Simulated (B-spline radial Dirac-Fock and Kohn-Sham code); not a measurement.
Core-level shifts of cesium with charge state

Model: multi-electron Dirac-Fock with separately optimised hole states, Breit and Lamb-shift corrections added in first order. Program: an atomic code on a B-spline grid. Each ion is free and in its tabulated ground configuration. Electron correlation is not included.

Reference: Cs³⁵⁺, [Ar] 3d2, with K 37831.4 eV, L1 7511.1 eV, L2 7165.5 eV, M1 2731.8 eV. Shifts from it, in eV (a dash: the subshell is empty, belongs to an open shell averaged over j, or its hole state is left out as unreliable):

```
  ion  configuration       K      L1      L2      M1
Cs³⁶⁺       [Ar] 3d1  +123.0  +118.0  +119.6   +87.0
Cs³⁷⁺   [Ne] 3s2 3p6  +248.4  +238.1  +241.4  +175.2
Cs³⁸⁺   [Ne] 3s2 3p5  +379.3  +350.2  +355.9  +254.2
Cs³⁹⁺   [Ne] 3s2 3p4  +512.1  +463.7  +471.9  +334.0
Cs⁴⁰⁺   [Ne] 3s2 3p3       ?       ?       ?       ?
```

Question: Give the missing shifts for Cs⁴⁰⁺.

Answer: K +646.7, L1 +578.5, L2 –, M1 +414.5 (eV).

Values without a named source are computed, but for edge energies of neutral atoms, which are taken from tables.
